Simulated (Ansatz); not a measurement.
Consider the substitution at a C–B bond: `BC(=C)BO` + H–F → `C=C(F)BO` + BH₃.

Computed with Ansatz on PBE0-D4/def2-TZVP structures; ΔE is electronic, products minus reactants. CBS: MP2 limit from def2 TZ/QZ plus the TZ coupled-cluster correction, frozen cores. This one scheme is used for every species. Functionals use def2-TZVPP. One conformer a species, not always the lowest.

**Question.** Is it downhill or uphill in electronic energy at CCSD(T)/CBS, and by how much? (Estimate.)

**Answer.** Ansatz gave: Uphill: ΔE = +1.01 eV.

**Question.** What do these levels give: LDA (SPW92), PBE-D4, ωB97X-V, r2SCAN, r2SCAN0, CCSD(T)/def2-SVP? (Best estimate.)

**Answer.** The calculation gave: LDA (SPW92) 0.91, PBE-D4 0.88, ωB97X-V 0.81, r2SCAN 0.83, r2SCAN0 0.89, CCSD(T)/def2-SVP 0.80 eV.

Largest T1 diagnostic among the species: 0.014.

From PBE to PBE0 (25 % exact exchange), in def2-TZVPP and without D4, ΔE moves by +0.06 eV. Leaving LDA and LC-ωPBE aside and taking each functional with its dispersion term where it has one, the values, not all of them listed here, spread over 0.20 eV, from CAM-B3LYP-D4 to PBE-QIDH. LDA lies +0.06 eV from PBE without D4. At CCSD(T), def2-SVP lies −0.21 eV from the extrapolated value and def2-TZVPP −0.05 eV.
